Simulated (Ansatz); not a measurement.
A run for Ansatz (a first-principles code): U-wB97X-V/def2-TZVPP on C5H5 (SMILES C1=C[CH+]C=C1), 2S+1 = 3, a spin state set in the input, which need not be the lowest. Charge +1.

Ansatz 0.2 input:
```yaml
crystal:
  periodic: [false, false, false]
  atoms:
    - {symbol: C, position_ang: [-0.48953557, -1.08521547, 0.20640384]}
    - {symbol: C, position_ang: [-1.19922203, 0.10561224, -0.10321249]}
    - {symbol: C, position_ang: [-0.25162440, 1.15048743, -0.27019267]}
    - {symbol: C, position_ang: [1.04370960, 0.60542809, -0.06377577]}
    - {symbol: C, position_ang: [0.89667241, -0.77631229, 0.23077708]}
    - {symbol: H, position_ang: [-0.92708670, -2.05519044, 0.39088938]}
    - {symbol: H, position_ang: [-2.27109705, 0.20000938, -0.19546470]}
    - {symbol: H, position_ang: [-0.47652847, 2.17880304, -0.51169321]}
    - {symbol: H, position_ang: [1.97658626, 1.14656495, -0.12077910]}
    - {symbol: H, position_ang: [1.69812596, -1.47018693, 0.43704762]}
basis:
  gaussian:
    orbitals: def2-TZVPP
hamiltonian:
  xc: {name: wB97X-V}
total_charge: 1
magnetization: {spin_polarized: true, initial_magnetization: 2}
```

The head of its log:

```
WARN ansatz: RAYON_NUM_THREADS=6 ignored (pool sized by the plan → 6); use --threads N
Functional definition: wB97X-V
integrals: 0.17 GiB planned
1195 factors; their error is unknown
integrals: 0.20 GiB planned
300 factors; integrals over basis functions are off by at most 9.5e-6 eV
mean field: 2.02 GiB planned
mean field evaluation 1: about -5251.2882 eV, gradient 3.4e1 eV
mean field evaluation 2: about -5254.5745 eV, gradient 2.1e1 eV
```

Question: What total energy does the run end on?

Answer: -193.1725 hartree.
